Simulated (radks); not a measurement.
Results of a calculation; reference values are marked as such.
Removal energies from the lanthanum ion La6+, [Kr] 4d10 5s2 5p(1/2: 2, 3/2: 1), by Delta-SCF beside the eigenvalue of the level emptied. Level of theory: Dirac Kohn-Sham, PBE, spin-unpolarised, spherical densities, finite nucleus; Fermi nuclear charge, rms radius of each element as measured or else 0.836 A^(1/3) + 0.57 fm (a radial shooting solver on a logarithmic mesh with Libxc functionals). Sub-shells are occupied by j as written (lower j first in brackets).

\begin{tabular}{lrrr}
removed from & final configuration & Delta-SCF (eV) & -eigenvalue (eV) \\ \hline
5p3/2 & [Kr] 4d10 5s2 5p(1/2: 2, 3/2: 0) & 88.533 & 81.816 \\
5p1/2 & [Kr] 4d10 5s2 5p(1/2: 1, 3/2: 1) & 92.002 & 85.066 \\
5s1/2 & [Kr] 4d10 5s1 5p(1/2: 2, 3/2: 1) & 108.97 & 101.51 \\
4d5/2 & [Kr] 4d(3/2: 4, 5/2: 5) 5s2 5p(1/2: 2, 3/2: 1) & 183.39 & 170.82 \\
\end{tabular}
